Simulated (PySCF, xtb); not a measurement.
2-methoxybut-1-en-3-yne (C₅H₆O), SMILES C#CC(=C)OC.

GFN2-xTB (xtb) at its own geometry gives an orbital gap of 3.87 eV and a dipole moment of 1.67 D.

Geometry optimised at B3LYP-D3(BJ)/def2-SVP. The values are those of a single conformer.

Question: What does PySCF with ωB97X/def2-TZVP give? (The exact figures need the calculation; the answer reports its results.)

Answer: gap 10.03 eV (levels -8.69 and 1.34 eV), dipole 1.59 D.
